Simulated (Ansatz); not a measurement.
A calculation with Ansatz (development build ahead of 0.2.0).

```yaml
crystal:
  periodic: [false, false, false]
  atoms:
    - { symbol: Co, position_ang: [0.0, 0.0, 0.0] }
    - { symbol: C, position_ang: [0.0, 0.0, 1.56] }
basis:
  gaussian: { orbitals: pcseg-2 }
magnetization:
  initial_magnetization: 1
hamiltonian:
  xc: pbe0
```

The input is written out in the form of the current development build from the run's settings.

Output:

| Item | Value |
| --- | --- |
| Converged | yes |
| Total energy | -1420.42090 hartree |
| Spin squared of the determinant | 0.750 |
| Stability test | minimum among restricted orbitals |

Caution: another spin multiplicity may lie lower.
